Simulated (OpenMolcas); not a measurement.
# Ar2+: CASPT2 settings compared

```
Program             : OpenMolcas
Basis               : ANO-R3 [6s5p4d2f1g]
Scalar Hamiltonian  : X2C, finite nucleus
Active space        : 4 electrons in 3 orbitals (3p)
State averaging     : 2S+1 = 3 even, 3 roots; 2S+1 = 1 even, 6 roots kept (CI in the orbitals of an earlier block)
Spin-orbit coupling : state interaction with AMFI integrals over the reference wave functions, term energies averaged over their components
```

Methods on the same reference wave functions:
A. CASSCF
B. SS-CASPT2, IPEA 0.6 Eh, imaginary shift 0.4 Eh (closed shells correlated: 2s 2p 3s)
C. SS-CASPT2, IPEA 0.5 Eh, sigma1 regulariser 0.15 Eh (closed shells correlated: 3s)
D. SS-CASPT2, IPEA 0.6 Eh, imaginary shift 0.3 Eh (closed shells correlated: 2s 2p 3s)

Energies in cm⁻¹ above 3s² 3p⁴ ³P₂, the measured ground level; measured values from Saloman, J. Phys. Chem. Ref. Data 39, 033101 (2010).

```csv
Level,A,B,C,D,Measured
3s² 3p⁴ ³P₂,0.0,0.0,0.0,0.0,0.0
3s² 3p⁴ ³P₁,1041,1048,1047,1048,1112
3s² 3p⁴ ³P₀,1495,1491,1491,1491,1570
3s² 3p⁴ ¹D₂,17032,13800,13960,13790,14010
3s² 3p⁴ ¹S₀,41752,34620,34820,34610,33266
```

Deviations, from unrounded energies. A percentage is the sum of absolute deviations over the sum of measured energies, with the sign that they share, or ± where signs differ.

```json
{"Against measurement": "mean absolute deviation (cm-1)", "Levels": "4", "A": "2900", "B": "430", "C": "440", "D": "430"}
{"Against measurement": "fine structure of the ground term (%)", "Levels": "2", "A": "-5.5", "B": "-5.3", "C": "-5.4", "D": "-5.3"}
{"Against measurement": "other terms of the ground configuration (%)", "Levels": "2", "A": "+24.3", "B": "±3.3", "C": "±3.4", "D": "±3.3"}
```

B, C, D lie about equally close to measurement and A furthest from it. The largest miss of D in the table is 3s² 3p⁴ ¹S₀, by +1300 cm-1. The ranking rests on the paired levels alone, and a cruder setting can come out closer through cancelling errors.

Among B to D the level of the table that moves most is 3s² 3p⁴ ¹S₀, by 210 cm-1 (lowest in D, highest in C). Moves below CASPT2's spread within the term are not significant.

The mean deviations of B to D differ by less than CASPT2's widest spread within a term (300 cm-1), so their order carries little weight.

From A to B the spin-free energies of the other terms of 3s² 3p⁴ shown, above ³P, scale by factors of 0.80 to 0.83.

The lowest spin-free term lies below A's lowest term by 0.404 hartree in B, 0.150 hartree in C, 0.404 hartree in D.

CASPT2 breaks the degeneracy within a term, and the mean is taken; among the terms shown or strongly mixed into the levels shown the widest spread is 300 cm-1 (3s² 3p⁴ ¹D, D). Terms from blocks run as CI alone lack orbitals of their own. With the s shell closed, the reference lacks s² → p² mixing. Computed and measured levels are paired by configuration, term and J; levels that our copy of the source lacks, or whose pairing is in doubt (as where it misses far off the trend of its configuration), stay unpaired and out of the deviations. Levels of configurations outside the active space are missing.
